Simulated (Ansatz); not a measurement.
C2F4O (trifluoroacetyl fluoride): the energy to break a bond

The species is C2F4O (7 atoms), meant as a singlet with charge 0. As SMILES, `O=C(F)C(F)(F)F`. The shape was relaxed beforehand at wB97X-V/def2-SVP.

```jsonl
{"atom": "O", "x (Å)": "1.0654", "y (Å)": "-1.3966", "z (Å)": "0.7008"}
{"atom": "C", "x (Å)": "0.0885", "y (Å)": "-0.7961", "z (Å)": "0.4340"}
{"atom": "F", "x (Å)": "-1.1394", "y (Å)": "-1.1976", "z (Å)": "0.7385"}
{"atom": "C", "x (Å)": "0.0179", "y (Å)": "0.5518", "z (Å)": "-0.3064"}
{"atom": "F", "x (Å)": "-0.7007", "y (Å)": "0.4153", "z (Å)": "-1.4196"}
{"atom": "F", "x (Å)": "-0.5672", "y (Å)": "1.4609", "z (Å)": "0.4719"}
{"atom": "F", "x (Å)": "1.2355", "y (Å)": "0.9623", "z (Å)": "-0.6192"}
```

Wanted: the dissociation energy of the C4–C2 bond into doublet CF3 and doublet COF (shapes relaxed at wB97X-V/def2-SVP, no zero-point term). 1 Eh = 2625.50 kJ/mol = 27.2114 eV. Totals in Eh; open shells run unrestricted unless said.

```tsv
level	program	C2F4O	doublet CF3	doublet COF
HF/def2-SVP	Ansatz	-547.914981	-335.860913	-211.941140
B3LYP/def2-SVP	Ansatz	-550.380510	-337.301433	-212.937067
RPA@PBE/def2-SVP, 7 core orbitals frozen	Ansatz	-549.532635	-336.782386	-212.610724
```

Task: Work out the dissociation energy at each level.

Result: 
1. HF/def2-SVP: (-335.860913) + (-211.941140) − (-547.914981) = 0.112928 Eh = 296.5 kJ/mol = 3.07 eV.
2. B3LYP/def2-SVP: (-337.301433) + (-212.937067) − (-550.380510) = 0.142010 Eh = 372.8 kJ/mol = 3.86 eV.
3. RPA@PBE/def2-SVP: (-336.782386) + (-212.610724) − (-549.532635) = 0.139525 Eh = 366.3 kJ/mol = 3.80 eV.

The levels span 296 to 373 kJ/mol; no measured value is set beside them. Hartree–Fock lacks the correlation of the electrons that are unpaired, so it comes out low. A bond enthalpy at 298 K also holds the loss of zero-point energy and thermal terms.
